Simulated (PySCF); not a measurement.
W(O)2(F)(NH2) (FH₂NO₂W), SMILES [NH2][W](=[O])(=[O])[F], multiplicity 1.

Geometry: PBE0-D3(BJ)/def2-SVP. The spin state was assumed, not searched. The structure was generated by enumeration; whether it is a known compound was not checked. The def2 effective core potentials stand for the cores of W; spin–orbit coupling is left out. The values are those of a single conformer.

These are PBE/def2-TZVP run with PySCF values and carry that method's errors.

Gas-phase values at a fixed geometry.

```yaml
total_energy: -373.44067 hartree
point_group: Cs
highest_occupied_level: -7.49 eV
lowest_empty_level: -2.55 eV
orbital_gap: 4.94 eV
dipole_moment: 4.01 D
quadrupole, principal values (traceless, Buckingham form, about the centre of nuclear charge): -7.65, -3.88, 11.53 D·Å
mean_static_polarisability: 49.6 bohr³ (7.36 Å³)
polarisability_principal_values: 43.7, 50.8, 54.5 bohr³
```
